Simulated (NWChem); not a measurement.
System: SrF₂; SMILES [F][Sr][F]

Input file for NWChem:

```
start job
memory heap 200 mb stack 900 mb global 1100 mb
geometry units angstroms noautoz
  Sr     0.000000     0.000000     0.147901
  F      1.921542     0.000000    -0.754771
  F     -1.921542     0.000000    -0.754771
end
basis spherical
  Sr library def2-svp
  F library def2-svp
end
ecp
  Sr library def2-ecp
end
dft
  xc xperdew91 perdew91
  iterations 150
  mulliken
end
task dft energy
```

Excerpt of the output:

```
             Northwest Computational Chemistry Package (NWChem) 7.3.0
             --------------------------------------------------------

 C2V symmetry detected

                             Geometry "geometry" -> ""
                             -------------------------

 Output coordinates in angstroms (scale by  1.889725989 to convert to a.u.)

  No.       Tag          Charge          X              Y              Z
 ---- ---------------- ---------- -------------- -------------- --------------
    1 Sr                  38.0000     0.00000000     0.00000000     0.29014457
    2 F                    9.0000     1.92154200     0.00000000    -0.61252743
    3 F                    9.0000    -1.92154200     0.00000000    -0.61252743

 Effective nuclear repulsion energy (a.u.)     181.6464417724

      Symmetry information
      --------------------

 Group name             C2v
 Group number             16
 Group order               4
 No. of unique centers     2

 Summary of "ao basis" -> "ao basis" (spherical)
 ------------------------------------------------------------------------------
       Tag                 Description            Shells   Functions and Types
 ---------------- ------------------------------  ------  ---------------------
 Sr                         def2-svp                 9       23   4s3p2d
 F                          def2-svp                 6       14   3s2p1d

      Symmetry analysis of basis
      --------------------------

        a1         21
        a2          6
        b1         15
        b2          9

            General Information
            -------------------
          SCF calculation type: DFT
          Wavefunction type:  closed shell.
          No. of atoms     :     3
          No. of electrons :    28
           Alpha electrons :    14
            Beta electrons :    14
          Charge           :     0
          Spin multiplicity:     1
          Use of symmetry is: on ; symmetry adaption is: on
          Maximum number of iterations: 150
          AO basis - number of functions:    51
                     number of shells:    21
          Convergence on energy requested:  1.00D-06
          Convergence on density requested:  1.00D-05
          Convergence on gradient requested:  5.00D-04

              XC Information
              --------------
                 Perdew 1991   Exchange Functional  1.000
                Perdew 1991 Correlation Functional  1.000 non-local
            Perdew 1991 LDA Correlation Functional  1.000 local

             Grid Information
             ----------------
          Grid used for XC integration:  medium
          Radial quadrature: Mura-Knowles
          Angular quadrature: Lebedev.
          Tag              B.-S. Rad. Rad. Pts. Rad. Cut. Ang. Pts.
          ---              ---------- --------- --------- ---------
          Sr                  2.00      123          10.0       590
          F                   0.50       49           8.0       434
          Grid pruning is: on
          Number of quadrature shells:   172
          Spatial weights used:  Erf1

      Superposition of Atomic Density Guess
      -------------------------------------

 Sum of atomic energies:        -233.46566552

      Non-variational initial energy
      ------------------------------

 Total energy =    -228.585836
 1-e energy   =    -438.807279
 2-e energy   =     154.201472
 HOMO         =      -0.624796
 LUMO         =      -0.135018

      Symmetry analysis of molecular orbitals - initial
      -------------------------------------------------

  Numbering of irreducible representations:

     1 a1          2 a2          3 b1          4 b2

  Orbital symmetries:

     1 a1          2 b1          3 a1          4 b1          5 a1
     6 b1          7 a1          8 b2          9 a1         10 a2
    11 b1         12 b2         13 a1         14 b1         15 a1
    16 b2         17 a1         18 b1         19 b2         20 a1
    21 a2         22 a1         23 b1         24 a1

     ---------------------------------------------
      Total Density - Mulliken Population Analysis
     ---------------------------------------------

    Atom       Charge   Shell Charges
 -----------   ------   -------------------------------------------------------
    1 Sr  10     8.28   0.74  1.24  0.09 -0.00  5.88  0.15  0.02  0.14  0.03
    2 F    9     9.86   1.99  1.17  0.81  3.65  2.24  0.00
    3 F    9     9.86   1.99  1.17  0.81  3.65  2.24  0.00

   convergence    iter        energy       DeltaE   RMS-Dens  Diis-err
 ---------------- ----- ----------------- --------- --------- ---------
 d= 0,ls=0.0,diis     1   -230.1430126151 -2.86D+02  8.76D-02  1.49D+00
 d= 0,ls=0.0,diis     2   -221.9453601263  8.20D+00  7.56D-02  6.90D+01
 d= 0,ls=0.0,diis     3   -230.3151732583 -8.37D+00  2.97D-03  3.22D-01
 d= 0,ls=0.0,diis     4   -230.3371107824 -2.19D-02  2.04D-03  2.53D-02
 d= 0,ls=0.0,diis     5   -230.3400076490 -2.90D-03  3.08D-04  6.11D-04
  Resetting Diis
 d= 0,ls=0.0,diis     6   -230.3400614959 -5.38D-05  6.40D-05  2.19D-05
 d= 0,ls=0.0,diis     7   -230.3400640278 -2.53D-06  1.29D-05  2.02D-07
 d= 0,ls=0.0,diis     8   -230.3400640462 -1.83D-08  5.34D-06  8.68D-08

         Total DFT energy =     -230.340064046163
      One electron energy =     -443.651712245972
           Coulomb energy =      182.677437040038
    Exchange-Corr. energy =      -25.385760390051
 Nuclear repulsion energy =       56.019971549822

 Numeric. integr. density =       28.000002092096

                  Occupations of the irreducible representations
                  ----------------------------------------------

                     irrep           alpha         beta
                     --------     --------     --------
                     a1                6.0          6.0
                     a2                1.0          1.0
                     b1                5.0          5.0
                     b2                2.0          2.0

[...]
```

Level: PW91/def2-SVP with def2 effective core potentials on Sr. Geometry: optimised at PBE0/def2-SVP. Not confirmed as a minimum by frequencies. def2 effective core potentials on Sr; no spin-orbit coupling.
